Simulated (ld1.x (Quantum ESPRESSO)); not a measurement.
Ranking TM potentials for cobalt

All share these settings but for the change named:

ld1.x (Quantum ESPRESSO) 7.5 input, shortened:

```
&input
   title='Co', zed=27., rel=0, dft='PBESOL', iswitch=3,
   config='[Ar] 3d7 4s2 4p0'
 /
 &inputp
   pseudotype=2, tm=.true., lloc=0,
   nlcc=.true., rcore=0.55
 /
3
3P  2  1   6.00   0.00  1.25  1.25  0.0
3D  3  2   7.00   0.00  1.05  1.05  0.0
4S  1  0   2.00   0.00  1.95  1.95  0.0
 &test
   configts(1)='3p6 3d7 4s2 4p0'
 /
```

Cutoff: the first of the cutoffs (Ry, on a coarse ladder) from which the occupation-weighted sum of valence levels, in a spherical-Bessel basis at the reference potential, stays within 10 and 1 mRy of its value at 400 Ry; the density cutoff is not measured.

The base gives 180 Ry.

Of 9 variants that were run, those that failed, showed a ghost or another fault, or gave nearly equal values are left out.

A variant can come out equal or close to the base.

Question: Rank these variants from softest to hardest (loose cutoff).
A. wave 3d (bound): rc 1.05 bohr becomes 3d (bound): rc 1.36 bohr
B. wave 3d (bound): rc 1.05 bohr becomes 3d (bound): rc 0.98 bohr
C. wave 3d (bound): rc 1.05 bohr becomes 3d (bound): rc 1.46 bohr
D. wave 3d (bound): rc 1.05 bohr becomes 3d (bound): rc 1.24 bohr
E. wave 3d (bound): rc 1.05 bohr becomes 3d (bound): rc 0.80 bohr

Answer: C (120 Ry), A (140 Ry), D (160 Ry), B (200 Ry), E (300 Ry).
